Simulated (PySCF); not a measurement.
# Working out the ionisation energy of Cu¹⁵⁺

Cu¹⁵⁺ [Ne] 3s2 3p2 (3P) → Cu¹⁶⁺ [Ne] 3s2 3p1 (2P). Calculation: PySCF 2.14, in an even-tempered Gaussian basis (19 s from 1.1 bohr⁻², ratio 2.5; 12 p from 1.4 bohr⁻², ratio 2.5; 5 d from 7.1 bohr⁻², ratio 2.7; 4 f from 11 bohr⁻², ratio 2.7); scalar relativity by spin-free X2C-1e. Frozen: 1s2; the 22 highest virtual orbitals dropped. Energies in hartree (1 hartree = 27.21139 eV):

```csv
part,Cu¹⁵⁺ (lower),Cu¹⁶⁺ (upper)
UHF,-1543.966626,-1525.002010
MP2 opposite-spin,-0.332980,-0.323981
MP2 same-spin,-0.114490,-0.102750
```

Question: What does Hartree-Fock give?

Answer: (-1525.002010) − (-1543.966626) = 18.964616 hartree = 516.053 eV.

Question: What do MP2 and SCS-MP2 (6/5 opposite-spin, 1/3 same-spin) give?

Answer: The opposite-spin parts differ by 0.245 eV and the same-spin parts by 0.319 eV. MP2: 516.053 + (0.245) + (0.319) = 516.617 eV. SCS-MP2: 516.053 + 1.2 × (0.245) + (0.319)/3 = 516.453 eV.

A first-order spin-orbit estimate adds -0.093 eV to MP2 (outer shells), giving 516.524 eV against 518.7 ± 1.2 eV (semi-empirical (NIST evaluation); NIST Atomic Spectra Database, ionization energies).

What remains against the reference includes basis incompleteness, the frozen core and correlation beyond second order.
